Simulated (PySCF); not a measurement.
# Computed records: CH$_{5}$BGeN, B$_{2}$GeH$_{4}$N, BGeH$_{4}$NSi, CH$_{5}$B$_{2}$Ge

Calculation on a computer-drawn molecule: optimised geometry and harmonic frequencies of an isolated molecule of the commonest isotopes, restricted reference for singlets and unrestricted otherwise, frozen core in MP2; on germanium a core potential holds 10 electrons, which the energies leave out, and 3d is frozen in MP2 and coupled-cluster steps. Program: PySCF 2.14.0.

Common to all runs: method HF; basis and core potential on germanium cc-pVDZ-PP ECP10MDF.

(1) CH$_{5}$BGeN

Start structure:
```xyz
9
CH5BGeN
B      1.7300    -0.2761     0.8698
C      0.6157    -0.7135     0.0433
N      0.1264    -1.9263    -0.4245
Ge    -1.4195    -2.3344    -1.0533
H      2.5896     0.1419     1.5564
H     -0.0181     0.1579    -0.2969
H      0.6773    -2.7280    -0.0362
H     -2.1033    -1.1287    -1.6937
H     -1.4146    -3.6553    -1.8037
```

Here we set charge 1, multiplicity 1 and basis cc-pVDZ.

It finds rotational constants 41.22, 1.959, 1.87 GHz; total energy -412.9552 hartree; convergence status largest gradient component 2.374e-05 hartree/bohr.

Drawn bonds:
```
atom  other atom  order
   1           2      2
   2           3      1
   3           4      1
   1           5      1
   2           6      1
   3           7      1
   4           8      1
   4           9      1
```

Optimised structure:
```xyz
9
CH5BGeN
B      1.6931    -0.3070     0.8610
C      0.5697    -0.6306     0.0929
N      0.1302    -1.9033    -0.3536
Ge    -1.2650    -2.2879    -1.3053
H      2.6169     0.0260     1.5005
H     -0.0548     0.2070    -0.2041
H      0.7120    -2.6752    -0.0753
H     -2.1484    -1.1495    -1.7319
H     -1.4703    -3.7419    -1.6233
```

Modes:
```
frequency (cm⁻¹)  reduced mass (dalton)
           93.23                  2.851
           205.4                  2.733
             344                  2.985
           369.1                  1.332
           598.3                  1.139
           605.3                   1.35
           702.5                  1.197
           742.2                  1.625
           747.8                  1.117
           754.9                  1.889
           889.6                  1.055
             944                  2.508
            1145                  3.204
            1289                  1.374
            1479                  1.433
            1699                  2.865
            2362                  1.013
            2394                  1.028
            2974                  1.131
            3314                  1.086
            3777                  1.077
```

(2) B$_{2}$GeH$_{4}$N

Start structure:
```xyz
8
B2GeH4N
B     -0.4822     0.5364    -2.3753
N      0.2720     0.6813    -1.3931
B      1.2084     0.8783    -0.4480
Ge     0.4366     0.7791     1.6147
H     -1.2256     0.4326    -3.2577
H      2.3546     1.1532    -0.6038
H     -0.9687     0.4664     2.1069
H      1.2223     0.9425     2.9157
```

Here we set charge 1, multiplicity 1 and basis cc-pVDZ.

Results for B$_{2}$GeH$_{4}$N: rotational constants 22.38, 1.887, 1.779 GHz; total energy -399.2910 hartree; convergence status largest gradient component 4.171e-05 hartree/bohr.

Drawn bonds:
```
atom  other atom  order
   1           2      2
   2           3      1
   3           4      1
   1           5      1
   3           6      1
   4           7      1
   4           8      1
```

Optimised structure:
```xyz
8
B2GeH4N
B     -0.4099     0.3152    -2.3578
N      0.2534     0.6898    -1.3552
B      1.0930     1.1711    -0.3906
Ge     0.4614     0.7735     1.6170
H     -1.0425    -0.0423    -3.2734
H      2.1117     1.7718    -0.5142
H     -0.4594     1.6747     2.4302
H      0.8097    -0.4841     2.4034
```

Modes:
```
frequency (cm⁻¹)  reduced mass (dalton)
           99.83                  1.101
           101.3                  3.979
           207.8                  3.055
           242.1                  4.715
             383                  1.047
           447.5                  2.643
           668.9                  1.466
           813.4                  1.336
           821.4                  1.562
           843.7                  1.382
           945.8                  1.039
            1072                  1.301
            1223                  3.724
            1975                  5.913
            2278                  1.018
            2294                  1.025
            2795                  1.101
            3015                  1.178
```

(3) B$_{2}$GeH$_{4}$N

Start structure:
```xyz
8
B2GeH4N
B     -1.5224     1.1205     2.6298
N     -0.6809     1.2310     1.7043
B      0.1651     1.4120     0.7994
Ge     1.4299     1.5444    -0.6892
H     -2.3315     0.9621     3.5265
H      1.4272     2.9605    -1.3699
H      1.3282     0.5317    -1.7784
H      2.8700     1.4620    -0.2880
```

Settings of this run: charge 0, multiplicity 2 and basis cc-pVDZ.

The calculation gives: rotational constants 35.56, 1.686, 1.642 GHz; total energy -399.5051 hartree; spin squared 0.7952; convergence status largest gradient component 1.844e-05 hartree/bohr.

Drawn bonds:
```
atom  other atom  order
   1           2      2
   2           3      1
   3           4      1
   1           5      1
   4           6      1
   4           7      1
   4           8      1
```

Optimised structure:
```xyz
8
B2GeH4N
B     -1.4996     0.9983     2.4659
N     -0.5362     1.4710     1.8147
B      0.5239     2.0400     1.1627
Ge     1.4511     1.6059    -0.6436
H     -2.3959     0.5652     3.0807
H      1.3676     2.8322    -1.5618
H      0.8404     0.4071    -1.3915
H      2.9343     1.3046    -0.3927
```

Modes:
```
frequency (cm⁻¹)  reduced mass (dalton)
           54.65                  1.393
           122.6                  3.917
           212.1                   4.43
           330.2                  5.426
           469.4                  2.324
           540.3                  1.176
             625                  1.935
             683                   1.33
           837.9                  1.359
           901.5                  1.039
           962.2                  1.021
           966.9                  1.019
            1222                  8.405
            1843                  6.388
            2175                  1.022
            2203                  1.023
            2218                  1.014
            2989                  1.162
```

(4) BGeH$_{4}$NSi

Start structure:
```xyz
8
BGeH4NSi
B     -1.7498    -2.4293     0.1819
N     -1.2153    -1.2758     0.1907
Si    -0.3856     0.2616     0.1678
Ge    -2.0945     2.0186     0.5153
H     -2.3160    -3.4221     0.1911
H      0.5843     0.1489     1.1655
H      0.2911     0.3003    -1.1035
H     -0.8445     3.0506     0.3694
```

Here we set charge 0, multiplicity 1 and basis cc-pV(D+d)Z.

The calculation gives: rotational constants 9.502, 1.45, 1.277 GHz; total energy -663.7855 hartree; convergence status largest gradient component 2.023e-05 hartree/bohr.

Drawn bonds:
```
atom  other atom  order
   1           2      2
   2           3      1
   3           4      1
   1           5      1
   3           6      1
   3           7      1
   4           8      1
```

Optimised structure:
```xyz
8
BGeH4NSi
B     -1.7825    -2.4422     0.1850
N     -1.1927    -1.3501     0.1697
Si    -0.4236     0.1855     0.1562
Ge    -2.0236     2.0408     0.4915
H     -2.3361    -3.4754     0.1989
H      0.6025     0.2245     1.2297
H      0.2733     0.3684    -1.1429
H     -0.8476     3.1012     0.3901
```

Modes:
```
frequency (cm⁻¹)  reduced mass (dalton)
           91.57                  4.834
           148.8                  1.119
           187.3                  2.298
           233.4                  5.986
           324.3                  5.119
           367.9                  1.298
           643.6                  1.144
           728.6                  7.187
           812.8                    1.1
           822.2                   1.35
             830                  1.364
           908.8                  1.161
            1010                  1.055
            1982                  4.562
            1993                  1.047
            2272                  1.051
            2276                   1.03
            2987                  1.197
```

(5) CH$_{5}$B$_{2}$Ge

Start structure:
```xyz
9
CH5B2Ge
B     -0.9350    -0.3351    -0.2529
C      0.3330    -0.8197     0.0353
Ge     1.7996     0.5216     0.1075
B      3.6305     0.0885     0.5187
H     -1.9573     0.1207    -0.5421
H      0.6803    -1.7551     0.2799
H      1.1844     1.9165    -0.1834
H      3.9544    -1.0133     0.7582
H      4.4585     0.9751     0.5450
```

It was run with charge 0, multiplicity 2 and basis cc-pVDZ.

It finds rotational constants 20.82, 2.842, 2.501 GHz; total energy -383.4230 hartree; spin squared 0.7887; convergence status largest gradient component 1.891e-05 hartree/bohr.

Drawn bonds:
```
atom  other atom  order
   1           2      2
   2           3      1
   3           4      1
   1           5      1
   2           6      1
   3           7      1
   4           8      1
   4           9      1
```

Optimised structure:
```xyz
9
CH5B2Ge
B     -0.9366    -0.3417    -0.2606
C      0.3512    -0.7532     0.0427
Ge     1.7745     0.5252     0.1133
B      3.6626     0.1032     0.5320
H     -2.0095     0.0612    -0.5222
H      0.6157    -1.7846     0.2496
H      1.2502     1.9289    -0.1993
H      3.9738    -1.0298     0.7636
H      4.4665     0.9899     0.5470
```

Modes:
```
frequency (cm⁻¹)  reduced mass (dalton)
           74.96                  2.794
           118.6                  2.847
           209.8                  3.022
           274.2                  1.271
           431.6                  1.042
             594                  4.002
           632.4                  1.313
           642.1                  1.258
           665.2                  3.618
           709.6                  1.239
           810.5                    1.2
           854.7                  1.242
           885.8                  1.322
            1045                   1.23
            1231                  1.159
            1491                  5.872
            2220                   1.02
            2684                  1.048
            2782                  1.131
            2940                  1.128
            3340                   1.09
```
